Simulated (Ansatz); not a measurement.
Input file for CH₇ClOSi₂ (`CO[SiH2][SiH2]Cl`):

```yaml
crystal:
  periodic: [false, false, false]
  atoms:
    - {symbol: C, position_ang: [0.745696, 2.104754, 0.529888]}
    - {symbol: O, position_ang: [-0.064188, 1.032908, 0.101201]}
    - {symbol: Si, position_ang: [0.364003, -0.541681, 0.293366]}
    - {symbol: Si, position_ang: [-1.294013, -1.819098, -0.751360]}
    - {symbol: Cl, position_ang: [-1.260944, -1.454299, -2.781831]}
    - {symbol: H, position_ang: [0.878686, 2.094279, 1.617764]}
    - {symbol: H, position_ang: [0.253973, 3.037053, 0.248538]}
    - {symbol: H, position_ang: [1.733148, 2.073751, 0.055403]}
    - {symbol: H, position_ang: [1.698439, -0.811967, -0.317605]}
    - {symbol: H, position_ang: [0.458333, -0.901117, 1.740972]}
    - {symbol: H, position_ang: [-2.652103, -1.490210, -0.250664]}
    - {symbol: H, position_ang: [-1.043033, -3.269474, -0.546473]}
basis:
  gaussian: {orbitals: def2-TZVPP}
correlation: {method: ccsd_t}
```

```sh
$ ansatz run in.yaml --threads 4 --pin off --events-out ev --progress --plain --max-ram 10444MiB
```

Output of Ansatz, abridged:

```
Functional definition: HF
1659 factors; integrals over basis functions are off by at most 1.1e-3 eV
mean field evaluation 1: about -31407.4608 eV, gradient 3.5e1 eV
mean field evaluation 2: about -31407.8089 eV, gradient 3.5e1 eV
mean field evaluation 4: about -31411.0070 eV, gradient 4.4e0 eV
mean field evaluation 8: about -31411.0801 eV, gradient 2.8e-1 eV
mean field evaluation 16: about -31411.0804 eV, gradient 1.9e-6 eV
mean field -31411.08041432 eV, -1154.3359140311 hartree, gradient 1.9e-6 eV, S^2 0.000000; 0 other end points of the search recorded, 0 dependent functions left out
17 core orbitals not correlated: weight in the atoms' cores, before any rotation towards them, 1.000 or more for the frozen orbitals, at most 0.000 for the correlated occupied ones
reference -31411.08041432 eV, -1154.3359140311 hartree; 16, 16 occupied and 253, 253 virtual orbitals, 1659 factors
second order -22.94957789 eV of doubles, -0.00000000 eV of singles
cycle   1  -23.99927309 eV  change    -1.0e0 eV  update   1.0e-1
cycle   2  -24.62366899 eV  change   -6.2e-1 eV  update   3.1e-2
cycle   3  -24.73986515 eV  change   -1.2e-1 eV  update   1.5e-2
cycle   4  -24.72902430 eV  change    1.1e-2 eV  update   3.4e-3
cycle   5  -24.72771776 eV  change    1.3e-3 eV  update   1.4e-3
cycle   6  -24.72795831 eV  change   -2.4e-4 eV  update   3.9e-4
cycle   7  -24.72774102 eV  change    2.2e-4 eV  update   1.4e-4
cycle   8  -24.72772900 eV  change    1.2e-5 eV  update   4.6e-5
cycle   9  -24.72775090 eV  change   -2.2e-5 eV  update   1.9e-5
perturbative correction -0.92621540 eV, -0.0340377880 hartree
Total energy: -31436.73438062 eV, -1155.2786799037 hartree
```

Run time 2.1 min (4 threads of an Intel Xeon Platinum 8488C on a shared host); peak host memory 8 GiB.

The correlation energy is -25.654 eV, 3.6 % of it from (T); the T1 diagnostic reads 0.0109.
